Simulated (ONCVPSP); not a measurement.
## Scattering properties, ONCV potential for gold

```json
{
 "Element": "gold",
 "Generator": "ONCVPSP 4.0.1",
 "Type": "optimised norm-conserving Vanderbilt (ONCV)",
 "Functional": "PW91",
 "Relativity": "scalar-relativistic",
 "Frozen core": "[Kr] 4d10 4f14",
 "Valence charge": "19",
 "Reference configuration": "5s2 5p6 5d10 6p1",
 "Partial waves": "5s: rc 1.60 bohr, ncon 4, nbas 8, qcut 6.6 1/bohr, local; 5p+6p: rc 1.95 bohr, ncon 4, nbas 8, qcut 6.4 1/bohr, 2 projectors; 5d: rc 1.75 bohr, ncon 4, nbas 9, qcut 9 1/bohr, 2 projectors, debl 0.7 Ha",
 "Local potential": "the s channel",
 "Core correction": "none"
}
```

The phase is arctan(r·R′/R) of the radial function R(r), unwrapped; energies in Ha, scanned from -6 to 5 Ha. A pole is an energy at which the radial function vanishes at the test radius. The pseudo phase is shifted by a multiple of π to meet the all-electron one at the reference energy, and phase errors are pseudo minus all-electron; the curves can meet again beyond the range given. Levels narrower than the energy grid can be missing from the lists of poles.

```
channel  radius (bohr)  reference energy (Ha)  poles, all-electron  poles, pseudo  unbroken range about the reference energy with phases within 0.05 rad  phase error 1 Ha above the reference energy (rad)
      s           1.62                  -4.07                -3.76    -3.78, 2.37                                                           -4.3 to -2.9                                             -0.039
      p           1.98                  -0.07          -2.12, 4.26    -2.12, 4.00                                                        the whole range                                             -0.004
      d           1.78                  -0.33                 0.71           0.71                                                              below 3.3                                             -0.000
```

Phases in the s channel:

```
E (Ha)  all-electron  pseudo
 -5.96         1.246   1.224
 -5.68         1.213   1.186
 -5.40         1.164   1.128
 -5.12         1.080   1.031
 -4.84         0.899   0.821
 -4.56         0.308   0.169
 -4.28        -0.975  -0.997
 -4.00        -1.431  -1.431
 -3.72        -1.586  -1.596
 -3.44        -1.667  -1.688
 -3.16        -1.720  -1.754
 -2.88        -1.762  -1.812
 -2.60        -1.799  -1.870
 -2.32        -1.835  -1.935
 -2.04        -1.872  -2.016
 -1.76        -1.912  -2.127
 -1.48        -1.958  -2.292
 -1.20        -2.013  -2.559
 -0.92        -2.082  -2.985
 -0.64        -2.171  -3.507
 -0.36        -2.292  -3.918
 -0.08        -2.461  -4.173
  0.20        -2.699  -4.329
  0.48        -3.016  -4.431
  0.76        -3.375  -4.504
  1.04        -3.698  -4.558
  1.32        -3.942  -4.601
  1.60        -4.114  -4.637
  1.88        -4.237  -4.667
  2.16        -4.326  -4.694
  2.44        -4.394  -4.718
  2.72        -4.446  -4.742
  3.00        -4.488  -4.765
  3.28        -4.523  -4.788
  3.56        -4.552  -4.812
  3.84        -4.577  -4.838
  4.12        -4.598  -4.867
  4.40        -4.617  -4.901
  4.68        -4.634  -4.943
  4.96        -4.650  -4.996
```
